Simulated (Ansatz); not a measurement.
Born–Oppenheimer molecular dynamics of Cl2H2Zn (5 atoms, charge 0, multiplicity 1). It starts at the highest image of a converged band, a first-order saddle point between two minima.

Method: Ansatz, RHF/def2-SVP.

```yaml
ensemble: NVE (velocity Verlet)
time_step: 0.5 fs
steps_asked: 200
starting_velocities_drawn_for: 300 K
seed: 7572
```

First frame:

```xyz
5
Properties=species:S:1:pos:R:3
Zn 0.229 -0.583 -0.173
H 0.450 0.321 1.271
Cl 0.552 -2.321 -1.379
H -0.197 1.041 0.730
Cl -1.034 1.543 -0.449
```

**Question.** How far do the bonds stretch over the last three quarters of this one trajectory? (Pairs bonded in most of those frames.)

**Answer.** 
| bond | mean (Å) | spread (Å) | shortest | longest |
| --- | --- | --- | --- | --- |
| Zn1–H2 | 1.576 | 0.041 | 1.51 | 1.65 |
| Zn1–Cl3 | 2.186 | 0.031 | 2.12 | 2.23 |
| H4–Cl5 | 1.290 | 0.071 | 1.18 | 1.40 |

Mean temperature of the second half: 2186 K. The conserved energy stayed within 0.55 meV per atom of its start (net change -0.54 meV per atom), so the integration is sound. The kinetic energy rose, since the run started high on the potential surface and went downhill. It ends in pieces (ClH + ClHZn), so much of that is their flight and rotation, not heat. A run of 0.1 ps of so small a system gives no equilibrium averages. The orbitals stay closed-shell, which can raise the energy where a bond breaks towards radicals; this wasn't checked here.

The run took 4.1 min on 1 thread of Arm Neoverse V1, on a shared host, peak memory 0.14 GiB.
